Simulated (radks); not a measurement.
Values are calculated unless marked as measured or tabulated.
Problem. Excited configurations of Ba I: one electron is placed in a higher orbital outside [Xe] 6s1. The ground configuration is [Xe] 6s2. Level of theory: Dirac Kohn-Sham, PBE, spin-unpolarised, spherical densities, finite nucleus; open shells fill j = l - 1/2 first; Fermi nuclear charge, rms radius 4.8378 fm (a radial shooting solver on a logarithmic mesh with Libxc functionals). Excitation = E - E(ground); binding = E(ion) - E, where the ion is the core of charge +1; n* = 1/sqrt(2 binding) in atomic units, and the quantum defect is n - n*.

| outer orbital | excitation (eV) | binding (eV) | n* | quantum defect | eigenvalue (eV) | <r> (bohr) |
|---|---|---|---|---|---|---|
| 5d3/2 | 1.272 | 4.089 | 1.824 | 3.176 | -1.382 | 3.870 |
| 5f5/2 | 4.428 | 0.933 | 3.818 | 1.182 | -0.427 | 16.76 |
| 6p1/2 | 1.927 | 3.434 | 1.990 | 4.010 | -1.791 | 6.071 |
| 6d3/2 | 3.877 | 1.484 | 3.027 | 2.973 | -0.722 | 11.59 |
| 6f5/2 | 4.704 | 0.657 | 4.549 | 1.451 | -0.366 | 28.24 |
| 7s1/2 | 3.362 | 1.999 | 2.609 | 4.391 | -1.197 | 10.93 |
| 7p1/2 | 3.829 | 1.532 | 2.980 | 4.020 | -0.895 | 13.52 |
| 7d3/2 | 4.432 | 0.929 | 3.827 | 3.173 | -0.534 | 21.41 |
| 7f5/2 | 4.880 | 0.481 | 5.317 | 1.683 | -0.294 | 41.93 |

Estimate the row for 4f5/2.

Solution. excitation (eV) 4.168; binding (eV) 1.193; n* 3.377; quantum defect 0.623; eigenvalue (eV) -0.339; <r> (bohr) 13.80. The Delta-SCF ionisation energy is 5.361 eV (NIST Atomic Spectra Database: 5.212 eV, measured). Self-interaction in the functional shifts the binding energies and quantum defects, so they are the method's values and not measured ones. Spin polarisation and multiplet splitting are left out, so open shells lie too high by an amount that depends on their filling.

Beside tabulated values, note that spin-unpolarised runs miss the spin-polarisation part of the exchange energy of open shells.
